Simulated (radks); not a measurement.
Values are calculated unless marked as measured or tabulated.
How relativity changes the ionisation of the lutetium ion Lu3+ ([Xe] 4f14) to Lu4+ ([Xe] 4f13). Spin-unpolarised spherical Kohn-Sham, PBE, point nucleus unless stated (finite: rms radius 5.37 fm), a radial shooting solver on a logarithmic mesh with Libxc functionals. A level marked "c x" has the speed of light scaled by that factor and shares open shells by 2j + 1; other Dirac levels either fill j = l - 1/2 first or share by 2j + 1.

[
 {"level": "non-rel.", "E(Lu3+) (hartree)": "-13854.1441", "E(Lu4+) (hartree)": "-13852.2179", "IE (eV)": "52.415", "HOMO": "4f", "<r> HOMO (bohr)": "0.6883"},
 {"level": "scalar-rel.", "E(Lu3+) (hartree)": "-14561.8524", "E(Lu4+) (hartree)": "-14560.1356", "IE (eV)": "46.716", "HOMO": "4f", "<r> HOMO (bohr)": "0.7164"},
 {"level": "scalar-rel., finite nucleus", "E(Lu3+) (hartree)": "-14559.9788", "E(Lu4+) (hartree)": "-14558.2619", "IE (eV)": "46.719", "HOMO": "4f", "<r> HOMO (bohr)": "0.7164"},
 {"level": "Dirac, 2j+1 shares", "E(Lu3+) (hartree)": "-14579.5964", "E(Lu4+) (hartree)": "-14577.8848", "IE (eV)": "46.573", "HOMO": "4f7/2", "<r> HOMO (bohr)": "0.7234"},
 {"level": "Dirac, low j first", "E(Lu3+) (hartree)": "-14579.5964", "E(Lu4+) (hartree)": "-14577.9102", "IE (eV)": "45.883", "HOMO": "4f7/2", "<r> HOMO (bohr)": "0.7234"},
 {"level": "Dirac, 2j+1 shares, finite nucleus", "E(Lu3+) (hartree)": "-14577.7074", "E(Lu4+) (hartree)": "-14575.9958", "IE (eV)": "46.576", "HOMO": "4f7/2", "<r> HOMO (bohr)": "0.7234"},
 {"level": "Dirac, c x 0.75", "E(Lu3+) (hartree)": "-15335.4272", "E(Lu4+) (hartree)": "-15333.8773", "IE (eV)": "42.175", "HOMO": "4f7/2", "<r> HOMO (bohr)": "0.7589"},
 {"level": "Dirac, c x 1.5", "E(Lu3+) (hartree)": "-14151.2697", "E(Lu4+) (hartree)": "-14149.4396", "IE (eV)": "49.800", "HOMO": "4f7/2", "<r> HOMO (bohr)": "0.7028"},
 {"level": "Dirac, c x 5", "E(Lu3+) (hartree)": "-13879.5027", "E(Lu4+) (hartree)": "-13877.5852", "IE (eV)": "52.178", "HOMO": "4f7/2", "<r> HOMO (bohr)": "0.6896"}
]

NIST Atomic Spectra Database: 45.25 eV (semi-empirical). The relativistic part of the total energy of Lu3+ is -723.6 hartree (Dirac, 2j+1 shares, finite nucleus), 5.2 % of the non-relativistic value. Spin polarisation and multiplet splitting of open shells are left out at every level.

Beside tabulated values, note that relativity, absent from the non-relativistic runs, is large for the heavy elements, and spin-unpolarised runs miss the spin-polarisation part of the exchange energy of open shells.
